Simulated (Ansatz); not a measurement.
CH$_{5}$FN$_{2}$Si (`C=N[SiH](N)F`), relaxed with RKS PBE0-D4/def2-TZVP in the Gaussian-basis code of Ansatz from a PBE-D4/def2-SVP geometry. The force threshold is 0.005 eV/Å; the program also tests the step.

Total charge 0; spin multiplicity 1.

Start:

```xyz
10

C    -0.167   -1.999    0.041
N     0.313   -0.960    0.602
Si    0.527    0.574   -0.235
N    -0.348    1.757    0.648
F     0.013    0.390   -1.797
H    -0.276   -2.948    0.619
H    -0.502   -2.048   -1.027
H     1.970    0.952   -0.314
H    -0.268    2.748    0.418
H    -1.262    1.533    1.045
```

(1) How much energy does the relaxation release, and in how many steps? (Best estimate.)

(2) Which bonds change most? (Estimate.)

(3) Give the relaxed structure. (Estimate.)

Answers

(1) The calculation gave: 8.87 kJ/mol, in 21 steps, 7 of them rejected.

(2) Ansatz gave: Si3–F5 from 1.655 to 1.608 Å; N2–Si3 from 1.760 to 1.729 Å; Si3–N4 from 1.716 to 1.689 Å; C1–H7 from 1.120 to 1.100 Å.

(3) Computed: 
```xyz
10

C    -0.173   -1.981    0.033
N     0.231   -0.923    0.583
Si    0.505    0.568   -0.248
N    -0.373    1.748    0.582
F     0.065    0.442   -1.789
H    -0.311   -2.893    0.627
H    -0.410   -2.070   -1.037
H     1.948    0.878   -0.302
H    -0.365    2.723    0.340
H    -1.117    1.506    1.213
```
